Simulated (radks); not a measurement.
Results of a calculation; reference values are marked as such.
Q: The mean radii <r> (bohr) of the occupied orbitals of an atom or ion are listed with their occupations. Code: a radial shooting solver on a logarithmic mesh with Libxc functionals. Model: scalar-relativistic Kohn-Sham, PBE, spin-polarised, spherical densities, finite nucleus; Fermi nuclear charge, rms radius of each element as measured or else 0.836 A^(1/3) + 0.57 fm.

| orbital | occ. | <r> |
|---|---|---|
| 1s up | 1 | 0.03343 |
| 1s down | 1 | 0.03344 |
| 2s up | 1 | 0.1455 |
| 2s down | 1 | 0.1455 |
| 2p up | 3 | 0.1268 |
| 2p down | 3 | 0.1268 |
| 3s up | 1 | 0.3988 |
| 3s down | 1 | 0.3985 |
| 3p up | 3 | 0.3977 |
| 3p down | 3 | 0.3974 |
| 3d up | 5 | 0.3751 |
| 3d down | 5 | 0.3745 |
| 4s up | 1 | 0.8810 |

Name the element and its charge. Open shells, if any, are filled with parallel spins first.

A: Z = 44, ruthenium, charge +15: Ru15+ in [Ar] 3d10 4s1. The 1s radius gives Z: for a bare nucleus <r> = (2 gamma + 1)/(2Z) with gamma = sqrt(1 - (Z/c)^2), 0.03289 bohr for Z = 44, and screening makes it slightly larger (0.03343 here). The occupations add up to 29, and the charge is Z minus that.
